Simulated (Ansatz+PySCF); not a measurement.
Results of a calculation; reference values are marked as such.
## Ansatz (development build ahead of 0.2.0) run

```yaml
crystal:
  periodic: [false, false, false]
  atoms:
    - { symbol: Rh, position_ang: [0.0, 0.0, 0.0] }
    - { symbol: O, position_ang: [0.0, 0.0, 1.78464] }
basis:
  gaussian: { orbitals: def2-SVP }
magnetization:
  spin_polarized: true
  initial_magnetization: 3
hamiltonian:
  xc: r2scan
scf:
  omitted_lower_state_checks: [stability, starts, atomic_configurations, cluster_reference, orbital_swaps, given_window_search, neighbouring_geometries, increment]
```

The input is written out in the form of the current development build from the run's settings. The basis set brings a core potential for Rh, so the total leaves out those core electrons.

Results

```yaml
Converged: yes
Total_energy: -185.61688 hartree
```

Caution: other spin multiplicities were not run.
